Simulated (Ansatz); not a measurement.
def2 core potentials replace the inner electrons of Sn.

A geometry relaxed with PBE0-D3(BJ)/def2-SVP run with Ansatz (a first-principles code), charge 0, multiplicity 1:

```xyz
26

H     -2.1048     2.7786    -1.9155
H     -2.3152     1.0607     1.7009
H     -2.8113    -1.0743    -1.3170
H      2.1798    -2.1277    -0.5094
H      3.7336     1.0146     0.9785
C      2.6304     1.0298     0.9554
C      2.5724    -1.4134     0.2297
C      2.1130     0.0118    -0.0521
H      2.3166     2.0557     0.7092
H      3.6743    -1.4690     0.2029
H      2.4118     0.3046    -1.0722
C     -1.2827     2.0422    -1.9021
H     -1.6149     1.1614    -2.4837
H      2.2747     0.8050     1.9731
H      2.2516    -1.7499     1.2283
O     -0.9670     1.7402    -0.5724
H     -2.1856    -2.6142    -1.9547
C     -1.9960     0.1027     2.1498
H     -1.9975     0.2274     3.2465
O     -0.7301    -1.3256    -1.3299
H     -2.7639    -0.6559     1.9025
O     -0.7152    -0.2946     1.7415
H     -0.4294     2.4938    -2.4456
Sn    -0.0349     0.0550    -0.0815
C     -2.0228    -1.8413    -1.1840
H     -2.1867    -2.3178    -0.1984
```

Question: Write the SMILES of this molecule.

Answer: `C[O][Sn]([O]C)([O]C)[CH](C)C`
